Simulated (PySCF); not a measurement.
# Excitation energies in several basis sets

Compound: BrH7Si3.
SMILES with atom numbers: `[SiH3:1][SiH2:2][SiH2:3][Br:4]` (hydrogens: H5, H6, H7 on Si1; H8, H9 on Si2; H10, H11 on Si3)

Cartesian coordinates in Å at the PBE0-D3(BJ)/def2-SVP level; atoms count from 1:
```
atom  x, y, z in Å
Si1   -1.997    0.263   -0.239
Si2    0.101   -0.724   -0.594
Si3    1.729    0.362    0.690
Br4    3.659   -0.732    0.407
H5    -1.934    1.707   -0.623
H6    -2.346    0.168    1.212
H7    -3.060   -0.412   -1.043
H8     0.084   -2.166   -0.198
H9     0.498   -0.611   -2.032
H10    1.394    0.350    2.145
H11    1.929    1.776    0.256
```

TDDFT with PBE0 (PySCF), vertical singlets, core orbitals frozen in the response, spherical d and f functions. One conformer (not necessarily the lowest) at the PBE0-D3(BJ)/def2-SVP geometry, without solvent, vibrations or thermal averaging. Relativistic effects, spin–orbit coupling among them, are left out although an element past zinc is present.

Q: How do the low singlets change with the basis? Take 6-31G*, def2-SVP, def2-SVPD, aug-cc-pVDZ, def2-TZVP and def2-TZVPD.

A: 

```csv
basis,functions,diffuse,S1 (eV),S2 (eV),S3 (eV),S4 (eV),S5 (eV),LUMO (eV),α (au)
6-31G*,100,no,5.68,6.08,6.78,6.80,7.04,-0.92,94.1
def2-SVP,121,no,5.74,6.11,6.60,6.86,7.20,-0.88,99.0
def2-SVPD,169,yes,5.58,6.03,6.51,6.61,6.78,-1.09,114.5
aug-cc-pVDZ,180,yes,5.55,6.01,6.51,6.56,6.62,-1.10,115.5
def2-TZVP,201,no,5.60,6.07,6.43,6.61,6.82,-1.04,109.4
def2-TZVPD,249,yes,5.52,6.01,6.36,6.52,6.66,-1.14,115.6
```

States are compared by their number. Against the largest diffuse basis here (def2-TZVPD, itself not a converged limit), sets without diffuse functions differ by up to 0.21 eV in S1 and 0.54 eV in S5; the smaller diffuse sets differ by up to 0.05 and 0.13 eV. State by state, the largest deviation of a set without diffuse functions is S1 0.21, S2 0.10, S3 0.42, S4 0.34, S5 0.54 eV. The same number needn't mean the same state in each row. Against def2-TZVPD the polarisability deviates by -19% in 6-31G*, -14% in def2-SVP, -1% in def2-SVPD, 0% in aug-cc-pVDZ, -5% in def2-TZVP.
